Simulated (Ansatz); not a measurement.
Geometry optimisation, Ansatz 0.2.0, DFT PBE, scalar-relativistic, plane waves, PAW.

Input file:

```yaml
crystal:
  lattice:
    - [5.727565, 0.0, 0.0]
    - [4.295674, 7.440325, 0.0]
    - [0.0, 0.0, 17.676537]
  atoms:
    - { symbol: Al, position: [0.1666667, 0.1111111, 0.0565722] }
    - { symbol: Al, position: [0.6666667, 0.1111111, 0.0565722] }
    - { symbol: Al, position: [0.1666667, 0.4444444, 0.0565722] }
    - { symbol: Al, position: [0.6666667, 0.4444444, 0.0565722] }
    - { symbol: Al, position: [0.1666667, 0.7777778, 0.0565722] }
    - { symbol: Al, position: [0.6666667, 0.7777778, 0.0565722] }
    - { symbol: Al, position: [-0.1666667, 0.2222222, 0.1888531] }
    - { symbol: Al, position: [0.3333333, 0.2222222, 0.1888531] }
    - { symbol: Al, position: [-0.1666667, 0.5555556, 0.1888531] }
    - { symbol: Al, position: [0.3333333, 0.5555556, 0.1888531] }
    - { symbol: Al, position: [-0.1666667, 0.8888889, 0.1888531] }
    - { symbol: Al, position: [0.3333333, 0.8888889, 0.1888531] }
    - { symbol: Al, position: [0.0, 0.0, 0.321134] }
    - { symbol: Al, position: [0.5, 0.0, 0.321134] }
    - { symbol: Al, position: [0.0, 0.3333333, 0.321134] }
    - { symbol: Al, position: [0.5, 0.3333333, 0.321134] }
    - { symbol: Al, position: [0.0, 0.6666667, 0.321134] }
    - { symbol: Al, position: [0.5, 0.6666667, 0.321134] }
    - { symbol: Mg, position: [0.6562754, 0.786217, 0.4427642] }
basis:
  ecutwfc: 420.0
kpoints:
  mp_grid: { grid: [3, 2, 1] }
hamiltonian:
  xc: pbe
scf:
  occupations: { method: fermi_dirac, width: 0.15 }
  lower_state_search: "off"
relax:
  f_tol: 0.03
  max_steps: 60
  adjacent_minimum: "off"
  constraints: [{ sites: [0, 1, 2, 3, 4, 5] }]
```

Run as:

```bash
$ ansatz run input.yaml --threads 1 --pin off --max-ram 3072MiB --backend cpu --events-out ev --progress --plain --runs-dir out
```

Question: Where does it end, and by what steps?

Answer: The forces met the threshold. Limits of this set-up: coarse k mesh, thin slab, slab without dipole correction. After 3 steps the energy has fallen by 0.117 eV; Mg19 moved furthest, 0.19 Å.

```tsv
step	energy less start (eV)	largest force component (eV/Å)	accepted
0	0.0000	0.804	yes
1	-0.1121	0.114	yes
2	-0.1164	0.041	yes
3	-0.1170	0.005	yes
```

```xyz
19
Lattice="5.7276 0.0000 0.0000 4.2957 7.4403 0.0000 0.0000 0.0000 17.6765" Properties=species:S:1:pos:R:3
Al 1.432 0.827 1.000
Al 4.296 0.827 1.000
Al 2.864 3.307 1.000
Al 5.728 3.307 1.000
Al 4.296 5.787 1.000
Al 7.159 5.787 1.000
Al 0.001 1.643 3.360
Al 2.864 1.653 3.348
Al 1.427 4.135 3.354
Al 4.299 4.130 3.341
Al 2.867 6.617 3.368
Al 5.725 6.615 3.371
Al 0.002 -0.011 5.771
Al 2.861 0.076 5.693
Al 1.420 2.492 5.735
Al 4.307 2.466 5.706
Al 2.895 4.921 5.692
Al 5.686 4.924 5.691
Mg 7.141 5.835 8.016
```

The run took 43 s on 1 thread of Arm Neoverse V1 (shared host), peak memory 0.68 GiB.
